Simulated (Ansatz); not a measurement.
Problem. Name a neutral molecule of C, Cl, F, In, O and H with ideal-gas entropy at 298 K and 1 bar (rigid rotor, harmonic PBE0-D4/def2-TZVP) between 392 and 408 J/(mol·K) and LUMO energy (PBE0/def2-TZVPP) between -2.75 and -2.45 eV (Ansatz, PBE0-D4/def2-TZVP geometry).

Solution. `C[O][In]([F])[Cl]` (393 J/(mol·K), -2.61 eV). Other molecules can fit too; these were computed, each in one conformer that needn't be the lowest.
